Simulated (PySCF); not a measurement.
All of these have the formula C7H6O2. Method: TDDFT wB97X-D/def2-SVPD, vertical, gas phase, core orbitals frozen in the response in PySCF 2.14.0, density-fitted response routines. Geometries: GFN2-xTB; one conformer of each isolated species. Triplets are in the Tamm–Dancoff approximation.

A. `CC=C=C=C1COC1=O`
B. `c1cccc(C=O)c1O`
C. `c1cccc(OC=O)c1`

Lowest singlet levels (six at most, fewer where fewer were computed) with oscillator strengths:

1. 4.18 eV (f 0.000); 4.27 eV (f 0.089); 5.37 eV (f 0.138); 6.23 eV (f 0.414); 6.65 eV (f 0.158); 6.92 eV (f 0.001); T1 3.29 eV
2. 5.57 eV (f 0.001); 5.95 eV (f 0.002); 6.30 eV (f 0.006); 7.08 eV (f 0.045); 7.21 eV (f 0.719); 7.25 eV (f 0.528); T1 4.29 eV
3. 3.84 eV (f 0.000); 4.78 eV (f 0.656); 5.07 eV (f 0.000); 5.45 eV (f 0.000); 6.19 eV (f 0.023); 7.04 eV (f 0.001); T1 2.52 eV

**Question.** Match each spectrum to its molecule.

**Answer.** 1 = B, 2 = C, 3 = A.
- A: S1 at 3.84 eV, HOMO-1→LUMO (91%); Löwdin shares by element: HOMO carbon 74% or more (atoms not listed hold the other 26%); LUMO carbon 68% or more (atoms not listed hold the other 32%); HOMO -9.03 and LUMO -0.90 eV; point group Cs, 3 of its 6 listed states under f = 0.0005.
- B: S1 at 4.18 eV, HOMO-2→LUMO (90%); Löwdin shares by element: HOMO carbon 46% or more, oxygen 19% or more (atoms not listed hold the other 35%); LUMO carbon 45% or more, oxygen 20% or more (atoms not listed hold the other 35%); HOMO -8.73 and LUMO -0.40 eV; point group Cs, 1 of its 6 listed states under f = 0.0005.
- C: S1 at 5.57 eV, HOMO→LUMO (57%), HOMO-1→LUMO+1 (42%); Löwdin shares by element: HOMO carbon 67% or more (atoms not listed hold the other 33%); LUMO carbon 73% or more (atoms not listed hold the other 27%); HOMO -9.32 and LUMO 1.17 eV.
